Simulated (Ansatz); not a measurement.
C$_{2}$H$_{8}$GeO$_{3}$ (`C[O][Ge]([CH3])([OH])[OH]`). The species carries charge 0 and has multiplicity 1. The structure was optimised at the PBE0-D4/def2-TZVP level. It is one conformer, not always the lowest.

```xyz
14

C    -0.893   -1.542   -1.079
O    -0.897   -0.136   -0.983
Ge    0.312    0.695    0.016
C     0.199    0.315    1.899
O     0.010    2.389   -0.382
O     1.940    0.238   -0.505
H    -1.163   -2.019   -0.128
H    -1.636   -1.833   -1.825
H     0.083   -1.930   -1.395
H     0.858    0.993    2.442
H    -0.824    0.453    2.246
H     0.514   -0.711    2.090
H    -0.680    2.458   -1.048
H     2.177    0.631   -1.349
```

(1) What is the dipole moment at ωB97M-V/def2-TZVPP? (Estimate.)

(2) And with PBE, r2SCAN, B3LYP? (Estimate.)

(3) Give the Mulliken charges with ωB97M-V, r2SCAN, B3LYP in def2-TZVPP. (Best estimate.)

Answers

(1) The calculation gave: 1.29 D, with components (-0.78, -1.03, -0.06) D in this frame, pointing from negative to positive charge.

(2) Computed: PBE 1.18 D, r2SCAN 1.24 D, B3LYP 1.30 D.

(3) The calculation gave: 
```
atom  ωB97M-V  r2SCAN  B3LYP
  C1    -0.18    0.01  -0.13
  O2    -0.43   -0.44  -0.43
 Ge3     0.78    0.78   0.80
  C4    -0.43   -0.29  -0.38
  O5    -0.43   -0.46  -0.44
  O6    -0.42   -0.45  -0.43
  H7     0.10    0.05   0.09
  H8     0.12    0.06   0.11
  H9     0.12    0.06   0.10
 H10     0.14    0.10   0.12
 H11     0.14    0.09   0.12
 H12     0.13    0.09   0.12
 H13     0.18    0.20   0.19
 H14     0.17    0.19   0.18
```

B3LYP here is the variant with VWN-RPA as its local correlation; programs differ in this.
